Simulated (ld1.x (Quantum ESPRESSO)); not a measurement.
# Building the TM potential for Ga (LDA (PZ), scalar-relativistic).

ld1.x (Quantum ESPRESSO) 7.5 input, shortened:

```
&input
   title='Ga', zed=31., rel=1, dft='PZ', iswitch=3,
   config='[Ar] 3d10 4s1.75 4p1.25'
 /
 &inputp
   pseudotype=2, tm=.true., lloc=2,
   nlcc=.false.
 /
3
4S  1  0   1.75   0.00  1.80  1.80  0.0
4P  2  1   1.25   0.00  0.75  0.75  0.0
3D  3  2  10.00   0.00  1.40  1.40  0.0
 &test
   configts(1)='3d10 4s1.75 4p1.25'
 /
```

Task: Does the generator finish with these settings?

Result: No. ld1.x (Quantum ESPRESSO) 7.5 stopped with "run_pseudo: Errors in PS-KS equation": the pseudo-atom solver did not find the valence states with the expected number of nodes, which is the usual sign of a ghost state. The 4p radius of 0.75 bohr lies inside the outermost node of the all-electron wave at 0.87 bohr. Before that it printed "Warning: n=2, l=1 expected 0 nodes, found 1".
